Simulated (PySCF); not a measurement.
# Reading the logs of faulty runs: B2ClGeH4 cation

These are calculations, not measurements. The program is PySCF 2.14.0, an open-source quantum chemistry code, run on an isolated molecule that a program drew, which may never have been made. The molecule is B2ClGeH4 cation (charge +1, singlet), drawn as the SMILES string `[BH2][GeH+][BH]Cl`.

Each row is a Hartree-Fock (HF) and frozen-core CCSD(T) single point in the cc-pV(D+d)Z basis, meant for a local HF minimum. Run 1 is clean. Each other run has one planted mistake out of seven kinds, and not every kind appears here: one electron removed, one electron added, multiplicity raised by two, geometry at a saddle point, minimal basis STO-3G, one bond length entered in bohr, all coordinates scaled. The reference is restricted for singlets and unrestricted otherwise, and also for a bond in bohr. Adding or removing an electron swaps singlet and doublet. Electrons count all cores. HOMO and LUMO are orbital energies over both spins, the gradient is its largest component, and the lowest frequency (negative if imaginary) is given only where the gradient is small. Bond lengths are over the 7 bonds as drawn. T1 is the CCSD diagnostic: over 0.02 (restricted) or 0.045 (unrestricted) a single reference is doubtful. Germanium has the cc-pVDZ-PP basis, with a core potential (ECP10MDF) in place of its 10 inner electrons, and its 3s, 3p and 3d shells are frozen in CCSD(T).

Geometry of the clean run:
```xyz
8
B2ClGeH4 cation, angstrom
B    -2.0933   -1.2666    0.8100
Ge   -1.3330   -3.1152    1.3972
B    -1.3740   -4.9446    0.3584
Cl   -0.0534   -5.2176   -0.7101
H    -1.3903   -0.5604    0.1612
H    -3.1998   -0.9922    1.1486
H    -0.6052   -3.1430    2.7380
H    -2.2585   -5.7172    0.5209
```

| run | electrons | basis functions | <S^2> | HOMO (eV) | LUMO (eV) | gradient (hartree/bohr) | lowest frequency (cm^-1) | mean bond (Å) | longest bond (Å) | T1 | HF (hartree) | CCSD(T) (hartree) | mistake |
|---|---|---|---|---|---|---|---|---|---|---|---|---|---|
| 1 | 62 | 94 | 0.000 | -15.83 | -5.37 | 1.6e-05 | 59 | 1.5711 | 2.104 | 0.0165 | -804.30544 | -804.73807 | no fault |
| 2 | 62 | 94 | 0.721 | -15.10 | -5.50 | 2.1e-02 | - | 1.7223 | 2.247 | 0.0591 | -804.18401 | -804.61659 | one bond length entered in bohr |
| 3 | 62 | 94 | 0.000 | -15.62 | -6.56 | 4.7e-05 | -260 | 1.5840 | 2.148 | 0.0158 | -804.29242 | -804.72377 | geometry at a saddle point |
| 4 | 63 | 94 | 0.768 | -6.97 | 1.01 | 2.3e-02 | - | 1.5711 | 2.104 | 0.0155 | -804.53154 | -804.97840 | one electron added |
| 5 | 61 | 94 | 0.779 | -21.76 | -13.76 | 2.0e-02 | - | 1.5711 | 2.104 | 0.0380 | -803.75876 | -804.18016 | ? |
| 6 | 62 | 94 | 2.036 | -12.94 | -8.12 | 4.9e-02 | - | 1.5711 | 2.104 | 0.0251 | -804.19307 | -804.62909 | ? |

**Which mistake was planted in run 5, and what did it cost?**

It counts 61 electrons, one fewer than the clean run, at the same geometry and basis. So the mistake is: one electron removed. Subtracting run 1 and multiplying by 627.51 kcal/mol a hartree, the energy moved by 343.0 kcal/mol in HF and 350.1 kcal/mol in CCSD(T).

**Which mistake was planted in run 6, and what did it cost?**

Electrons, basis and geometry are unchanged, and <S^2> is 2.036, beside S(S+1) = 2.00 for a multiplicity of 3. So the mistake is: multiplicity raised by two. Subtracting run 1 and multiplying by 627.51 kcal/mol a hartree, the energy moved by 70.5 kcal/mol in HF and 68.4 kcal/mol in CCSD(T).

Cautions from the logs. Run 2: T1 is over the limit, so its CCSD(T) energy is less reliable.
